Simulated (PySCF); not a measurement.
# Identify the compound

An unknown has the formula C9H11F. Its calculated NMR data are:

1H NMR (400 MHz, computed): δ 7.68 (m, 2H), 7.65 (m, 2H), 7.57 (m, 1H), 1.65 (m, 6H).

13C{1H} NMR (computed): δ 153.0 (C), 133.8 (CH, 2C), 132.2 (CH), 128.8 (CH, 2C), 98.7 (C), 32.6 (CH3, 2C).

PySCF 2.14 calculation with PBE0/pcSseg-1 with gauge-including orbitals and coordinates at the GFN2-xTB level; non-relativistic Hamiltonian, one conformer, fast rotation and ring inversion assumed for equivalent nuclei, no solvent.

Scale: 1H (σ = 31.72 ppm), 13C (σ = 186.93 ppm) against TMS (reference shieldings calculated alike).

Which candidate is it?
A. CCc1ccc(F)cc1C
B. CC1=C(F)C/1=C\C1CCC1
C. CCCc1ccc(F)cc1
D. CC(C)(F)c1ccccc1
E. C#CC[C@]1(C=C)C[C@H](F)C1

## Answers

D. 

- Rings plus π bonds: 4 (1 ring in the answer).
- 6 carbon signals for 9 carbons: some carbons are equivalent by symmetry or fast rotation.
- Carbon types of the structure: 2 × C, 5 × CH, 2 × CH3, which accounts for all hydrogens.
- δC 153.0: substituted aromatic carbon.
- δC 133.8, 132.2, 128.8: aromatic CH; the aromatic region.
- δC 98.7: fully substituted sp3 carbon bonded to F, on an aromatic ring; deshielded by the electronegative neighbour.
- δC 32.6: methyl carbon; aliphatic region, no heteroatom directly attached.
- δH 7.68, 7.65, 7.57: hydrogen on an aromatic CH; the ring current deshields protons in the ring plane.

The others: CCc1ccc(F)cc1C would give 9 carbon signals, not 6; CCCc1ccc(F)cc1 would give 7 carbon signals, not 6; CC1=C(F)C/1=C\C1CCC1 would give 8 carbon signals, not 6; C#CC[C@]1(C=C)C[C@H](F)C1 would give 8 carbon signals, not 6.

Splittings by 19F in the carbon and heteronuclear signals aren't shown, as no couplings were computed. Shifts are as computed. Against solution values, carbons near 30 ppm lie about +3 ppm off and those near 130 ppm about +5 ppm. Of 1211 compounds with measured shifts, 218 miss one by over three times the rms of a fit or turn the order of signals round; such compounds aren't used in these exercises. No couplings were computed; multiplicities are counted from neighbouring protons, with m where these are inequivalent, close in shift, in a saturated or five-membered ring or joined by F or P, and br s for small geminal =CH2 splittings.
